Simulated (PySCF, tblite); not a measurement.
Isomers of C6H8ClNO, one GFN2-xTB conformer each. Single-point energies are computed at PBE0/pcSseg-1 (PySCF, gas phase, no added dispersion term), electronic only.

```
             SMILES  GFN2-xTB relative energy (kJ/mol)
     COc1cn(C)cc1Cl                                0.0
C=C(Cl)/C=C\CC(N)=O                              116.5
```

Conformers: `[CH3:1][O:2][c:3]1[cH:4][n:5]([CH3:6])[cH:7][c:8]1[Cl:9]` with C1–O2–C3–C4 0°; `[CH2:1]=[C:2]([Cl:3])/[CH:4]=[CH:5]\[CH2:6][C:7]([NH2:8])=[O:9]` with C1–C2–C4–C5 -162°, C4–C5–C6–C7 -107°, C5–C6–C7–N8 75°, C6–C7–N8–H 4° and 180°.

Task: What does PBE0/pcSseg-1 give for the same structures?

Result: 
| SMILES | PBE0/pcSseg-1 E (Eh) | PBE0/pcSseg-1 (kJ/mol) | GFN2-xTB (kJ/mol) | point group |
| --- | --- | --- | --- | --- |
| C=C(Cl)/C=C\CC(N)=O | -822.97335 | 0.0 | 116.5 | C1 |
| COc1cn(C)cc1Cl | -822.96145 | 31.2 | 0.0 | – |

GFN2-xTB puts COc1cn(C)cc1Cl lowest instead. As drawn, the lower has a C=O bond, an N–H bond and a C(=O)–N unit, which the higher lacks; the higher has an aromatic ring, which the lower lacks.

Task: Which frontier levels, dipoles and rotational constants go with these structures?

Result: 
| SMILES | HOMO (eV, PBE0/pcSseg-1) | LUMO (eV) | dipole (D) | A, B, C (MHz) |
| --- | --- | --- | --- | --- |
| C=C(Cl)/C=C\CC(N)=O | -6.86 | -1.48 | 3.89 | 2765, 809.8, 684.5 |
| COc1cn(C)cc1Cl | -5.98 | 0.75 | 4.64 | 1586, 1254, 706.5 |

Task: What happens when harmonic zero-point energies from GFN2-xTB frequencies are added?

Result: 
```csv
SMILES,ZPE (kJ/mol),electronic (kJ/mol),with ZPE (kJ/mol)
C=C(Cl)/C=C\CC(N)=O,335.5,0.0,0.0
COc1cn(C)cc1Cl,339.9,31.2,35.6
```

The zero-point energies span 4.4 kJ/mol. The order is unchanged.

Task: As an exercise, what shares would exp(−E/RT) give at 1000 K from these electronic energies alone (no entropy, no degeneracies)?

Result: RT = 8.314 kJ/mol: C=C(Cl)/C=C\CC(N)=O 97.7 %, COc1cn(C)cc1Cl 2.3 %.
